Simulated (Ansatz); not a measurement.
Compare A (`O[SiH2]/C(O)=C\Cl`) with its isomer B (`O=CC[SiH](O)Cl`).

Program: Ansatz. Geometries: PBE0-D4/def2-TZVP. ΔE: electronic, gas phase. CCSD(T)/CBS is the MP2 limit (def2-TZVPP, def2-QZVPP) plus CCSD(T) − MP2 in def2-TZVPP, frozen cores. DFT in def2-TZVPP. B3LYP here is the variant with VWN-RPA as its local correlation; programs differ in this. One conformer a species, not always the lowest.

**Question.** Which isomer does CCSD(T)/CBS put lower? Give the gap. (Best estimate.)

**Answer.** Computed: B, by 217.2 kJ/mol.

**Question.** Give E(B) − E(A) in kJ/mol with CCSD/def2-TZVPP, B2PLYP, ωB97M-V, B3LYP, PBE0-D4, PBE-D4, B3LYP-D4. (Best estimate.)

**Answer.** Computed: CCSD/def2-TZVPP -224.0, B2PLYP -221.6, ωB97M-V -219.6, B3LYP -216.7, PBE0-D4 -215.0, PBE-D4 -206.8, B3LYP-D4 -215.2. None reverses the order clearly.

Largest T1 diagnostic: 0.013.

In def2-TZVPP, CCSD(T) changes the Hartree–Fock value by +25.9 kJ/mol (the triples alone add +4.7 kJ/mol) and MP2 by +19.9 kJ/mol. From PBE to PBE0 (25 % exact exchange), in def2-TZVPP and without D4, E(B) − E(A) moves by −7.9 kJ/mol.
